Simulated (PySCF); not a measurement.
TiF3, SMILES [F][Ti]([F])[F] (connectivity only; charge and spin as stated), neutral, multiplicity 2. Atoms are numbered in the order given.

```xyz
4

Ti     0.0000     0.0000     0.0000
F     -1.7545     0.0000     0.0000
F      0.8773     1.5195     0.0000
F      0.8773    -1.5195     0.0000
```
Charge 0, spin multiplicity 2.

Geometry optimised at PBE0-D3(BJ)/def2-SVP. The spin state was assumed, not searched. The isomer is the one that the SMILES or the coordinates give; other isomers of the formula were not compared.

Level of theory: ωB97X/def2-TZVPD in PySCF.

Mulliken values depend strongly on the basis, most of all with diffuse functions as here. ESP charges are fitted to the potential on shells at 1.4 to 2.0 van der Waals radii. Atomic charges (e):

| atom | meta-Löwdin | ESP fit | Mulliken spin |
|---|---|---|---|
| Ti1 | 1.54 | 1.14 | 0.96 |
| F2 | -0.51 | -0.38 | 0.01 |
| F3 | -0.51 | -0.38 | 0.01 |
| F4 | -0.51 | -0.38 | 0.01 |
